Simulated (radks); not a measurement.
Values are calculated unless marked as measured or tabulated.
All-electron atom: Xe III in [Kr] 4d10 5s2 5p3 7s1 (not the ground configuration). Level of theory: Dirac Kohn-Sham, PBE, spin-unpolarised, spherical densities, point nucleus; open shells are shared between the two j in proportion to 2j + 1 (a radial shooting solver on a logarithmic mesh with Libxc functionals).

Radial electron density D(r) = 4 pi r^2 rho(r):

```
   r/bohr * D(r) (the largest magnitude, 91.1, reaches the edge; | marks zero)
 0.002425 |     *
  0.00334 |        *
   0.0046 |             *
 0.006334 |                    *
 0.008723 |                             *
  0.01201 |                                     *
  0.01654 |                                          *
  0.02278 |                                         *
  0.03137 |                                     *
  0.04321 |                                      *
   0.0595 |                                               *
  0.08194 |                                                      *
   0.1128 |                                              *
   0.1554 |                                      *
    0.214 |                                            *
   0.2947 |                                       *
   0.4058 |                   *
   0.5589 |               *
   0.7697 |                *
     1.06 |       *
     1.46 |   *
     2.01 | *
    2.768 |*
    3.812 *
     5.25 *
     7.23 *
    9.956 *
    13.71 *
```

D(r) has 5 maxima, at r = 0.0188, 0.0826, 0.236, 0.672, 7.41 bohr, and minima at 0.0365, 0.155, 0.492, 4.73 bohr, inside which lie 2.03, 11.20, 28.94, 51.13 electrons.
